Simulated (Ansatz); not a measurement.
FGaH₂Zn, SMILES `[F][Zn][GaH2]`. Total charge 0; spin multiplicity 1.

```xyz
5

F     2.700   -1.266    1.117
Zn    1.200   -0.563    0.497
Ga   -0.842    0.395   -0.349
H    -0.814    1.571   -1.392
H    -2.244   -0.137    0.127
```

(1) What are the harmonic wavenumbers in cm⁻¹ at PBE0-D4/def2-TZVP (Ansatz, finite differences of forces, unscaled)? (An estimate is asked.)

(2) Is this a minimum?

(3) Give the ideal-gas thermochemistry at 298.15 K and 1 bar (rigid rotor, harmonic oscillator; point group C2v, symmetry number 2).

(4) And at 400, 500, 600, 800 and 1000 K?

## Answers

(1) Ansatz gave: 99, 100, 225, 380, 543, 639, 756, 1951, 1958.

(2) Yes, all 9 modes are real.

(3) Zero-point energy 39.8 kJ/mol; H(298) − E = 56.9 kJ/mol; entropy 315.3 J/(mol·K), of which translation 171.8, rotation 97.1, vibration 46.3; G(298) − E = -37.1 kJ/mol. Modes under 100 cm⁻¹ are hindered rotations or soft bends, so the harmonic entropy is rough.

(4) 
```csv
T (K),H − E (kJ/mol),S (J/mol/K),G − E (kJ/mol)
400,64.9,338.4,-70.4
500,73.3,357.1,-105.2
600,82.1,373.1,-141.7
800,100.6,399.6,-219.1
1000,119.9,421.2,-301.3
```
